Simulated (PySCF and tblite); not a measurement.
# C6H11NO, numbered as in [CH2:1]=[CH:2][CH2:3]/[N:4]=[C:5](/[CH3:6])[O:7][CH3:8]: conformational analysis

The ensemble was built from 150 distance-geometry starts (ETKDG and KDG, MMFF94s, GFN2-xTB) and rests on GFN2-xTB geometries. Weights use PBE0-D3(BJ)/pcSseg-1 energies plus GFN2-xTB zero-point and thermal terms (modes under about 100 cm⁻¹ blended into free rotors). Symmetry numbers and mirror images are counted. Conformers within 2.5 kcal/mol (GFN2-xTB free energy) were kept, 5 at most. GIAO shieldings: PBE0/pcSseg-1. Couplings: B3LYP/6-31G* with pcJ-1 on H (gas phase; spin-dipole term only for pairs with B, N, F, Si or P). Couplings are for ¹H. H–H couplings come out 0.1 to 0.9 Hz lower than with pcJ-1 on all atoms. Shifts are against TMS (¹H), TMS (¹³C), NH3 (¹⁵N) at the same level; of two unlike H on one atom, a is the less shielded. (PySCF 2.14, tblite 0.8.)

Torsions listed: C1–C2–C3–N4, C2–C3–N4–C5, N4–C5–O7–C8. Of a mirror pair one member is shown.

```csv
conformer,shape,symmetry,E(GFN2) kcal/mol,E(DFT) kcal/mol,G(298.15 K) kcal/mol,weight %,dipole D
1,"0°, 180°, 180°",Cs,0.49,0.00,0.00,65.9,3.64
2,"136°, -144°, 177°",C1 (pair),0.13,1.17,0.85,15.6,3.25
3,"2°, 81°, 179°",C1 (pair),0.32,0.93,1.10,10.3,3.10
4,"-124°, 79°, 179°",C1 (pair),0.00,1.39,1.56,4.7,3.15
5,"120°, 79°, 177°",C1 (pair),0.09,1.47,1.74,3.5,3.29
```

Weights (%) against temperature:

```tsv
T (K)	1	2	3	4	5	S(mix) cal/mol/K
250	74.4	11.9	8.2	3.2	2.3	2.09
298.15	65.9	15.6	10.3	4.7	3.5	2.58
350	58.5	18.6	11.9	6.2	4.7	2.95
```

Averaged shifts at 298.15 K. ¹H: 6.18 (H2, 1H), 6.00 (H1a, 1H), 5.40 (H1b, 1H), 3.95 (H3, 2H), 3.87 (H8, 3H), 2.19 (H6, 3H) ppm. ¹³C: 160.1 (C5), 144.8 (C2), 119.6 (C1), 56.1 (C8), 51.9 (C3), 20.7 (C6) ppm. ¹⁵N: 267.9 (N4) ppm.

Averaged couplings (Hz): ²J(H1a,H1b) 0.8, ³J(H1a,H2) 16.3, ³J(H1b,H2) 11.3, ³J(H2,H3) 4.5, ²J(H3,H3) -21.2, ²J(H6,H6) -15.5, ²J(H8,H8) -11.7.

Coordinates of conformer 1 (Å):

```xyz
19

C    -2.126    2.533   -0.749
C    -2.200    1.325   -1.272
C    -1.270    0.195   -0.953
N    -0.270    0.585    0.007
C     0.602   -0.231    0.398
C     1.624    0.213    1.397
O     0.626   -1.513   -0.074
C     1.608   -2.417    0.373
H    -1.358    2.772   -0.035
H    -2.821    3.313   -1.012
H    -2.970    1.072   -1.992
H    -1.852   -0.657   -0.572
H    -0.793   -0.154   -1.881
H     1.563   -0.384    2.305
H     1.429    1.252    1.638
H     2.629    0.121    0.988
H     1.409   -3.353   -0.147
H     2.617   -2.076    0.123
H     1.542   -2.586    1.452
```

Unscaled ¹⁵N shifts at such levels can be off by tens of ppm; differences between conformers or isomers are more reliable. Shifts are unscaled: against experiment ¹³C can be off by 15 ppm or more and ¹H by 0.8 ppm.

Search and properties took 6.2 min on 1 thread of Arm Neoverse V1 (shared host) (rough), launched as `OMP_NUM_THREADS=1 python ens_run.py task.json out`.


¹⁵N shifts are against a computed isolated NH3 molecule, about 20 ppm from the liquid.